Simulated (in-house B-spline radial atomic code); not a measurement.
Results of a calculation; reference values are marked as such.
**Sn in an electron gas of r_s = 3.3: phase shifts, screening and friction**

A nucleus sits in a uniform electron gas with a rigid positive background. The Kohn-Sham equations are solved self-consistently in the spin-unpolarised LDA (PW92), non-relativistic, on B-splines with outgoing waves at the boundary and partial waves to l = 8. The model has no lattice, no bands and no magnetic solution. Atomic units; δ_l are the phase shifts at the Fermi level, counted so that each bound state adds π, and good to about 0.0005.

The density parameter is r_s = 3.3 bohr.

| l | δ_l (rad) |
| --- | --- |
| 0 | 13.8177 |
| 1 | 10.8992 |
| 2 | 6.3817 |
| 3 | 0.0158 |
| 4 | 0.0012 |
| 5 | 0.0001 |
| 6 | 0.0002 |
| 7 | 0.0002 |
| 8 | 0.0002 |

Bound levels below the band bottom (hartree): d -17.34, s -4.238, p -2.904, d -0.699, s -0.1118 and deeper ones.

Check the Friedel sum rule, and say where the screening charge sits.

k_F = (9π/4)^(1/3)/r_s = 0.58156. The rule is Z = (2/π) Σ (2l + 1) δ_l. The terms are s 8.797, p 20.816, d 20.314, f 0.070 and 0.013 beyond, in all 50.010 against Z = 50. Bound states hold 10 s, 18 p, 20 d electrons, so the scattering states carry 2.01 in all; where a term is smaller than its bound count, the bound level has drawn weight out of the band.

Find the transport cross section and the electronic stopping of a 1 keV Sn ion (mass 118.71 u).

σ_tr = (4π/k_F²) Σ (l + 1) sin²(δ_l − δ_(l+1)). The terms for l = 0 to 3 are 0.0490, 1.9250, 0.0205, 0.0009, all together 1.9953, so σ_tr = 37.155 × 1.9953 = 74.134 bohr². With n = 3/(4π r_s³) = 0.006643, the friction coefficient is Q = n k_F σ_tr = 0.2864. For v well below v_F = 0.582, dE/dx = Q v; with 24801 eV per u at v = 1, v = √(1000/(24801 × 118.71)) = 0.0184, so dE/dx = 0.00528 hartree/bohr = 2.71 eV/nm. The largest term couples the p and d waves.
